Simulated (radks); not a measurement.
Values are calculated unless marked as measured or tabulated.
Ionisation ladder of rhenium, from Re22+ to Re43+. Each ion is in the ground configuration listed by NIST, and IE = E(next ion) - E(this ion). Code: a radial shooting solver on a logarithmic mesh with Libxc functionals. Model: scalar-relativistic Kohn-Sham, exchange-only LDA, spin-polarised, spherical densities, point nucleus; open shells are filled with parallel spins first (spin-orbit coupling, left out, can overturn this in heavy ions).

species,configuration,E (hartree),"IE, Delta-SCF (eV)",-e(HOMO) (eV),HOMO,<r> HOMO (bohr),"IE, NIST (eV)",kind,error (eV)
Re22+,[Kr] 4d10 4f7,-16477.1546,644.51,621.90,4f up,0.467,670,theory,-25.5
Re23+,[Kr] 4d10 4f6,-16453.4693,690.63,667.46,4f up,0.460,720,theory,-29.4
Re24+,[Kr] 4d10 4f5,-16428.0893,737.84,714.15,4f up,0.452,760,theory,-22.2
Re25+,[Kr] 4d10 4f4,-16400.9741,786.13,761.92,4f up,0.445,810,theory,-23.9
Re26+,[Kr] 4d10 4f3,-16372.0843,835.47,810.75,4f up,0.439,860,theory,-24.5
Re27+,[Kr] 4d10 4f2,-16341.3815,885.82,860.61,4f up,0.432,910,theory,-24.2
Re28+,[Kr] 4d10 4f1,-16308.8283,937.16,911.48,4f up,0.426,953,theory,-15.8
Re29+,[Kr] 4d10,-16274.3884,1199.0,1174.7,4d,0.439,1194,theory,+5.0
Re30+,[Kr] 4d9,-16230.3243,1249.3,1224.8,4d down,0.435,1242,theory,+7.3
Re31+,[Kr] 4d8,-16184.4116,1300.1,1275.4,4d down,0.432,1294,theory,+6.1
Re32+,[Kr] 4d7,-16136.6337,1351.3,1326.3,4d down,0.428,1349,theory,+2.3
Re33+,[Kr] 4d6,-16086.9754,1402.8,1377.7,4d down,0.425,1402,theory,+0.8
Re34+,[Kr] 4d5,-16035.4242,1468.4,1442.5,4d up,0.421,1454,theory,+14.4
Re35+,[Kr] 4d4,-15981.4606,1522.0,1495.9,4d up,0.418,1530,theory,-8.0
Re36+,[Kr] 4d3,-15925.5274,1576.1,1549.7,4d up,0.415,1583,theory,-6.9
Re37+,[Kr] 4d2,-15867.6085,1630.5,1604.0,4d up,0.412,1641,theory,-10.5
Re38+,[Kr] 4d1,-15807.6892,1685.3,1658.6,4d up,0.409,1696,theory,-10.7
Re39+,[Kr],-15745.7573,1940.8,1914.7,4p,0.408,1912,theory,+28.8
Re40+,[Ar] 3d10 4s2 4p5,-15674.4341,1995.2,1969.2,4p down,0.405,1966,theory,+29.2
Re41+,[Ar] 3d10 4s2 4p4,-15601.1119,2048.9,2023.4,4p down,0.403,2025,theory,+23.9
Re42+,[Ar] 3d10 4s2 4p3,-15525.8146,2118.3,2091.4,4p up,0.401,2080,theory,+38.3
Re43+,[Ar] 3d10 4s2 4p2,-15447.9686,2174.2,2147.4,4p up,0.399,2240,theory,-65.8

Reference values: NIST Atomic Spectra Database (exp. = measured, semi-emp. = semi-empirical, theory = theoretical value adopted there). The ionisation energy per charge of the ion left behind rises most, in proportion, at Re29+ ([Kr] 4d10), from 32.316 to 39.968 eV. Open shells are spherical and high-spin; term and fine-structure splittings are not resolved. Spin-orbit splitting is averaged out at the scalar-relativistic level.
